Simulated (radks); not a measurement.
The numbers below are computed, except where a source is named.
Ti I, 22 electrons, occupied as [Ar] 3d2 4s2.

Level of theory: non-relativistic Kohn-Sham, LDA (Slater exchange, Perdew-Wang correlation), spin-polarised, spherical densities, point nucleus; open shells are filled with parallel spins first; hard spherical wall at 3.5 bohr (a radial shooting solver on a logarithmic mesh with Libxc functionals).

Energy parts (eV):
part                      energy
total                 -23027.774
kinetic                23121.131
electron-nucleus      -54957.748
Hartree                 9906.459
exchange-correlation   -1097.617

Orbitals (lengths in bohr, moments of r in powers of bohr; r(max) is where P^2 peaks):
| orbital | occ. | eigenvalue (eV) | <r> | <1/r> | r(max) |
|---|---|---|---|---|---|
| 1s down | 1 | -4811.152 | 0.07031 | 21.48 | 0.04623 |
| 1s up | 1 | -4811.149 | 0.07031 | 21.48 | 0.04623 |
| 2s up | 1 | -517.3729 | 0.3288 | 4.477 | 0.2720 |
| 2s down | 1 | -516.7329 | 0.3286 | 4.480 | 0.2719 |
| 2p up | 3 | -430.9294 | 0.2916 | 4.422 | 0.2205 |
| 2p down | 3 | -430.4334 | 0.2913 | 4.425 | 0.2204 |
| 3s up | 1 | -51.6788 | 1.028 | 1.369 | 0.8798 |
| 3s down | 1 | -49.9064 | 1.029 | 1.367 | 0.8798 |
| 3p up | 3 | -29.1760 | 1.106 | 1.242 | 0.9098 |
| 3p down | 3 | -27.4489 | 1.110 | 1.238 | 0.9102 |
| 3d up | 2 | 5.0767 | 1.362 | 0.9346 | 0.9945 |
| 3d down | 0 | 6.6429 | 1.378 | 0.9249 | 1.002 |
| 4s up | 1 | 12.4985 | 2.106 | 0.6486 | 2.255 |
| 4s down | 1 | 13.4137 | 2.113 | 0.6456 | 2.266 |
| 4p up | 0 | 20.7369 | 2.110 | 0.6680 | 2.351 |
| 4p down | 0 | 21.6266 | 2.115 | 0.6667 | 2.360 |
| 4d up | 0 | 36.3859 | 1.946 | 0.7564 | 2.497 |
| 4d down | 0 | 37.3773 | 1.939 | 0.7622 | 2.507 |
| 5s up | 0 | 72.5942 | 2.043 | 0.7846 | 2.845 |
| 5s down | 0 | 73.5865 | 2.040 | 0.7854 | 2.848 |

The highest occupied level is 4s down at 13.414 eV. The configuration is held as typed, so some empty levels lie below it. Spin moment in Bohr magnetons: 2. The electron density at the nucleus is 7116 e/bohr^3. The spin density at the nucleus is -0.2039 e/bohr^3 (1s -0.0093, 2s -0.4668, 3s 0.1501, 4s 0.1222), a Fermi contact field of -10.7 T. The pressure on the wall is 255 GPa. The density falls to 0.001 e/bohr^3 at r = 3.27 bohr. Summed over all electrons, <r^2> = 26.24 bohr^2, which gives a Langevin (diamagnetic) susceptibility term of -20.8 x 10^-6 cm^3/mol.
